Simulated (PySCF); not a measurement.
Species: `C=C[C@@H]1OC(=O)O[C@H]1O[SiH3]`. The columns A, B, C and D hold Mulliken, IAO, Hirshfeld and ESP-fitted charges (e) of one PBE0/pcSseg-1 density (PySCF), in a shuffled order. Coordinates in Å (GFN2-xTB); the density's dipole moment is (-0.74, 3.82, 0.30) D.

| atom | x | y | z | A | B | C | D |
| --- | --- | --- | --- | --- | --- | --- | --- |
| C1 | -2.976 | -0.092 | 0.754 | -0.113 | -0.091 | -0.300 | -0.367 |
| C2 | -2.015 | 0.753 | 0.432 | -0.238 | -0.051 | -0.168 | -0.174 |
| C3 | -0.738 | 0.362 | -0.254 | +0.075 | +0.039 | +0.044 | +0.100 |
| O4 | -0.729 | -0.995 | -0.656 | -0.433 | -0.093 | -0.334 | -0.365 |
| C5 | 0.116 | -1.705 | 0.097 | +0.695 | +0.257 | +0.659 | +0.792 |
| O6 | 0.265 | -2.877 | 0.028 | -0.376 | -0.271 | -0.439 | -0.502 |
| O7 | 0.780 | -0.902 | 0.962 | -0.455 | -0.102 | -0.353 | -0.406 |
| C8 | 0.496 | 0.449 | 0.691 | +0.386 | +0.114 | +0.256 | +0.394 |
| O9 | 1.545 | 1.089 | 0.104 | -0.623 | -0.222 | -0.630 | -0.513 |
| Si10 | 2.857 | 0.372 | -0.585 | +0.678 | +0.377 | +0.848 | +0.602 |
| H11 | -3.869 | 0.236 | 1.255 | +0.129 | +0.056 | +0.163 | +0.178 |
| H12 | -2.909 | -1.140 | 0.514 | +0.140 | +0.048 | +0.165 | +0.202 |
| H13 | -2.076 | 1.807 | 0.661 | +0.121 | +0.055 | +0.155 | +0.132 |
| H14 | -0.561 | 0.989 | -1.135 | +0.161 | +0.056 | +0.171 | +0.138 |
| H15 | 0.261 | 0.948 | 1.642 | +0.138 | +0.051 | +0.161 | +0.088 |
| H16 | 2.447 | -0.545 | -1.652 | -0.099 | -0.077 | -0.143 | -0.105 |
| H17 | 3.458 | 1.598 | -1.082 | -0.103 | -0.074 | -0.123 | -0.106 |
| H18 | 3.639 | -0.339 | 0.420 | -0.083 | -0.072 | -0.132 | -0.089 |

Which column most likely holds the ESP-fitted charges?

D. Σ q r misses the density's dipole by 0.04 D (D), 0.64 D (C), 0.89 D (A), 1.10 D (B). Charges fitted to the outside potential are the only set here that is tied to the molecule's multipoles.

And the Hirshfeld charges?

B. The mean sizes are 0.117 e (B), 0.280 e (A), 0.291 e (C), 0.292 e (D), and Hirshfeld charges are commonly the smallest of these schemes.

As computed, A = Mulliken, B = Hirshfeld, C = IAO, D = ESP-fitted. Hydrogens on carbon: Mulliken +0.12 to +0.16, Hirshfeld +0.05 to +0.06, IAO +0.15 to +0.17, ESP-fitted +0.09 to +0.20 e.

The ESP scheme fits charges at the nuclei, held to the total charge, to the electrostatic potential on points at 1.4 to 2.0 times the van der Waals radii. The Mulliken scheme gives each basis function's population to the atom it is centred on and halves the overlap population of two atoms between them.

Isolated species at its GFN2-xTB geometry (one conformer only).

The values belong to the conformer `[CH2:1]=[CH:2][C@@H:3]1[O:4][C:5](=[O:6])[O:7][C@H:8]1[O:9][SiH3:10]`: C1–C2–C3–O4 6°, O7–C8–O9–Si10 15°.
